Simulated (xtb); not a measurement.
xtb input file for Ga(OMe)(PH2)2 (CH₇GaOP₂), SMILES C[O][Ga]([PH2])[PH2], GFN2-xTB. 

```
$ xtb mol.xyz --gfn 2 --sp --chrg 0 --uhf 0 --json
$ cat mol.xyz
12

Ga     0.12287795     0.10999692     0.06378065
O     -0.85884992    -1.06595038    -0.76259659
C     -1.68177742    -1.93329942    -1.50476080
H     -2.37411478    -1.36334742    -2.13029887
H     -1.06767919    -2.56890043    -2.14697474
H     -2.25844392    -2.56918052    -0.82765443
P      1.58837986    -1.01323653     1.56555460
H      0.47453128    -1.60662457     2.17128297
H      1.55240234     0.07091718     2.45460956
P     -0.34967292     2.33178801    -0.67409743
H     -0.06103859     2.84678225     0.59792392
H     -1.69401404     2.12957653    -0.33860889
```

It prints:

```
[banner left out]
          |                Calculation Setup                |
           -------------------------------------------------



           -------------------------------------------------
          |                 G F N 2 - x T B                 |
           -------------------------------------------------

        Reference                      10.1021/acs.jctc.8b01176
      * Hamiltonian:
        H0-scaling (s, p, d)           1.850000    2.230000    2.230000
        zeta-weighting                 0.500000
      * Dispersion:
        s8                             2.700000
        a1                             0.520000
        a2                             5.000000
        s9                             5.000000
      * Repulsion:
        kExp                           1.500000    1.000000
        rExp                           1.000000
      * Coulomb:
        alpha                          2.000000
        third order                    shell-resolved
        anisotropic                    true
        a3                             3.000000
        a5                             4.000000
        cn-shift                       1.200000
        cn-exp                         4.000000
        max-rad                        5.000000


          ...................................................
          :                      SETUP                      :
          :.................................................:
          :  # basis functions                  45          :
          :  # atomic orbitals                  42          :
          :  # shells                           20          :
          :  # electrons                        30          :
          :  max. iterations                   250          :
          :  Hamiltonian                  GFN2-xTB          :
          :  restarted?                      false          :
          :  GBSA solvation                  false          :
          :  PC potential                    false          :
          :  electronic temp.          300.0000000     K    :
          :  accuracy                    1.0000000          :
          :  -> integral cutoff          0.2500000E+02      :
          :  -> integral neglect         0.1000000E-07      :
          :  -> SCF convergence          0.1000000E-05 Eh   :
          :  -> wf. convergence          0.1000000E-03 e    :
          :  Broyden damping             0.4000000          :
          :  net charge                          0          :
          :  unpaired electrons                  0          :
          ...................................................

 iter      E             dE          RMSdq      gap      omega  full diag
   1    -16.1232050 -0.161232E+02  0.100E+01    2.71       0.0  T
   2    -16.1528524 -0.296474E-01  0.620E+00    2.64       1.0  T
   3    -16.1539857 -0.113323E-02  0.167E+00    2.62       1.0  T
   4    -16.1545032 -0.517501E-03  0.568E-01    2.64       1.0  T
   5    -16.1545882 -0.850819E-04  0.276E-01    2.65       1.0  T
   6    -16.1545905 -0.228226E-05  0.113E-01    2.65       1.0  T
   7    -16.1545943 -0.374442E-05  0.459E-02    2.65       1.0  T
   8    -16.1545943 -0.665367E-07  0.137E-02    2.65       2.1  T
   9    -16.1545945 -0.130167E-06  0.340E-03    2.65       8.5  T
  10    -16.1545945 -0.107409E-07  0.131E-03    2.65      22.1  T
  11    -16.1545945 -0.387651E-09  0.554E-04    2.65      52.1  T
  12    -16.1545945 -0.308738E-09  0.141E-04    2.65     204.3  T

   *** convergence criteria satisfied after 12 iterations ***

         #    Occupation            Energy/Eh            Energy/eV
      -------------------------------------------------------------
         1        2.0000           -0.6608406             -17.9824
       ...           ...                  ...                  ...
         9        2.0000           -0.4708558             -12.8126
        10        2.0000           -0.4643272             -12.6350
        11        2.0000           -0.4454955             -12.1225
        12        2.0000           -0.4339168             -11.8075
        13        2.0000           -0.4073507             -11.0846
        14        2.0000           -0.4067000             -11.0669
        15        2.0000           -0.3620785              -9.8527 (HOMO)
        16                         -0.2646666              -7.2019 (LUMO)
        17                         -0.2089648              -5.6862
        18                         -0.2031733              -5.5286
        19                         -0.1510402              -4.1100
        20                         -0.1277556              -3.4764
       ...                                ...                  ...
        42                          1.8619204              50.6654
      -------------------------------------------------------------
                  HL-Gap            0.0974118 Eh            2.6507 eV
             Fermi-level           -0.3133726 Eh           -8.5273 eV

 SCC (total)                   0 d,  0 h,  0 min,  0.007 sec
 SCC setup                      ...        0 min,  0.000 sec (  1.341%)
 Dispersion                     ...        0 min,  0.000 sec (  0.525%)
 classical contributions        ...        0 min,  0.000 sec (  0.196%)
 integral evaluation            ...        0 min,  0.001 sec ( 15.971%)
 iterations                     ...        0 min,  0.003 sec ( 44.858%)
 molecular gradient             ...        0 min,  0.002 sec ( 35.351%)
 printout                       ...        0 min,  0.000 sec (  1.626%)

         :::::::::::::::::::::::::::::::::::::::::::::::::::::
         ::                     SUMMARY                     ::
         :::::::::::::::::::::::::::::::::::::::::::::::::::::
         :: total energy             -16.052504096821 Eh    ::
         :: gradient norm              0.000756003472 Eh/a0 ::
         :: HOMO-LUMO gap              2.650711101385 eV    ::
         ::.................................................::
         :: SCC energy               -16.154565962535 Eh    ::
         :: -> isotropic ES            0.036790565902 Eh    ::
         :: -> anisotropic ES         -0.003544909257 Eh    ::
         :: -> anisotropic XC          0.004364019170 Eh    ::
         :: -> dispersion             -0.007859211178 Eh    ::
         :: repulsion energy           0.102061865714 Eh    ::
         :: add. restraining           0.000000000000 Eh    ::
         :: total charge               0.000000000000 e     ::
         :::::::::::::::::::::::::::::::::::::::::::::::::::::

           -------------------------------------------------
          |                Property Printout                |
           -------------------------------------------------

    * Orbital Energies and Occupations

         #    Occupation            Energy/Eh            Energy/eV
      -------------------------------------------------------------
         1        2.0000           -0.6608406             -17.9824
       ...           ...                  ...                  ...
         3        2.0000           -0.6587555             -17.9256
         4        2.0000           -0.6042076             -16.4413
         5        2.0000           -0.5352523             -14.5650
         6        2.0000           -0.5097339             -13.8706
         7        2.0000           -0.5091753             -13.8554
         8        2.0000           -0.4724108             -12.8550
         9        2.0000           -0.4708558             -12.8126
        10        2.0000           -0.4643272             -12.6350
        11        2.0000           -0.4454955             -12.1225
        12        2.0000           -0.4339168             -11.8075
        13        2.0000           -0.4073507             -11.0846
        14        2.0000           -0.4067000             -11.0669
        15        2.0000           -0.3620785              -9.8527 (HOMO)
        16                         -0.2646666              -7.2019 (LUMO)
        17                         -0.2089648              -5.6862
        18                         -0.2031733              -5.5286
        19                         -0.1510402              -4.1100
        20                         -0.1277556              -3.4764
        21                         -0.1001067              -2.7240
        22                         -0.0660509              -1.7973
        23                         -0.0387283              -1.0539
        24                         -0.0368223              -1.0020
        25                         -0.0321038              -0.8736
        26                         -0.0202706              -0.5516
       ...                                ...                  ...
        42                          1.8619204              50.6654
      -------------------------------------------------------------
                  HL-Gap            0.0974118 Eh            2.6507 eV
             Fermi-level           -0.3133726 Eh           -8.5273 eV

     #   Z          covCN         q      C6AA      α(0)
     1  31 Ga       2.576     0.012   218.481    33.148
     2   8 O        1.608    -0.393    20.742     6.147
     3   6 C        3.625     0.062    19.957     6.437
     4   1 H        0.924     0.029     2.601     2.522
     5   1 H        0.924     0.032     2.563     2.504
     6   1 H        0.924     0.029     2.598     2.521
     7  15 P        2.862    -0.007   160.646    22.777
     8   1 H        0.977     0.081     1.968     2.192
     9   1 H        0.976     0.046     2.369     2.405
    10  15 P        2.860    -0.015   161.020    22.804
    11   1 H        0.976     0.046     2.359     2.400
    12   1 H        0.977     0.078     1.993     2.206

 Mol. C6AA /au·bohr⁶  :       3515.083136
 Mol. C8AA /au·bohr⁸  :     179204.808622
 Mol. α(0) /au        :        108.062561


Wiberg/Mayer (AO) data.
largest (>0.10) Wiberg bond orders for each atom

 ---------------------------------------------------------------------------
     #   Z sym  total        # sym  WBO       # sym  WBO       # sym  WBO
 ---------------------------------------------------------------------------
     1  31 Ga   3.397 --     2 O    1.210     7 P    0.941    10 P    0.931
     2   8 O    2.280 --     1 Ga   1.210     3 C    0.967
     3   6 C    3.959 --     4 H    0.981     6 H    0.981     5 H    0.981
                             2 O    0.967
     4   1 H    0.998 --     3 C    0.981
     5   1 H    0.999 --     3 C    0.981
     6   1 H    0.999 --     3 C    0.981
     7  15 P    3.172 --     1 Ga   0.941     9 H    0.927     8 H    0.918
                            10 P    0.343
     8   1 H    0.994 --     7 P    0.918
     9   1 H    0.997 --     7 P    0.927
    10  15 P    3.169 --     1 Ga   0.931    11 H    0.928    12 H    0.918
                             7 P    0.343
    11   1 H    0.997 --    10 P    0.928
    12   1 H    0.994 --    10 P    0.918
 ---------------------------------------------------------------------------

Topologies differ in total number of bonds
Writing topology from bond orders to xtbtopo.mol

molecular dipole:
                 x           y           z       tot (Debye)
 q only:        0.066       0.470       0.645
   full:       -0.312       0.373       0.780       2.336
molecular quadrupole (traceless):
                xx          xy          yy          xz          yz          zz
 q only:       -1.466      -0.706       1.334       2.427      -0.188       0.132
  q+dip:       -1.323       0.290      -0.220       0.339       2.214       1.543
   full:       -0.648       1.893      -1.513      -0.731       4.258       2.160


           -------------------------------------------------
          | TOTAL ENERGY              -16.052504096821 Eh   |
Note: The following floating-point exceptions are signalling: IEEE_UNDERFLOW_FLAG IEEE_DENORMAL
normal termination of xtb
          | GRADIENT NORM               0.000756003472 Eh/α |
          | HOMO-LUMO GAP               2.650711101385 eV   |
           -------------------------------------------------

------------------------------------------------------------------------
------------------------------------------------------------------------
 total:
 SCF:
```

Self-consistency was reached.
